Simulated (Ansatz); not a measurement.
CH3Cd (SMILES [CH3][Cd+]), charge +1, singlet, geometry from GFN2-xTB (such geometries of metal compounds can be far from the true shape) (core potentials on Cd); PBE0/def2-SVP (Ansatz, a first-principles code).

Ansatz was given this input:
Ansatz 0.2 input:
```yaml
crystal:
  periodic: [false, false, false]
  atoms:
    - {symbol: Cd, position_ang: [-0.24990741, -0.15685804, -0.19594938]}
    - {symbol: C, position_ang: [1.26333355, 0.79294976, 0.99056455]}
    - {symbol: H, position_ang: [1.79956127, -0.02050473, 1.49205259]}
    - {symbol: H, position_ang: [0.72593198, 1.44551340, 1.68777248]}
    - {symbol: H, position_ang: [1.89006125, 1.34647864, 0.28235779]}
basis:
  gaussian:
    orbitals: def2-SVP
hamiltonian:
  xc: pbe0
total_charge: 1
```

Question: Write the output that Ansatz gives for this input, abridged.

Answer: 
```
Functional definition: PBE0
677 factors; their error is unknown
mean field evaluation 1: about -5621.0840 eV, gradient 8.1e1 eV
mean field evaluation 2: about -5562.6981 eV, gradient 1.5e2 eV
mean field evaluation 4: about -5639.3001 eV, gradient 6.9e0 eV
mean field evaluation 8: about -5639.3786 eV, gradient 4.4e-2 eV
mean field -5639.50179744 eV, -207.2478684642 hartree, gradient 7.4e-5 eV, S^2 0.000000; 0 other end points of the search recorded, 0 dependent functions left out
reference -5639.50182591 eV, -207.2478695105 hartree; 14, 14 occupied and 46, 46 virtual orbitals, 677 factors
Total energy: -5639.50182591 eV, -207.2478695105 hartree
```
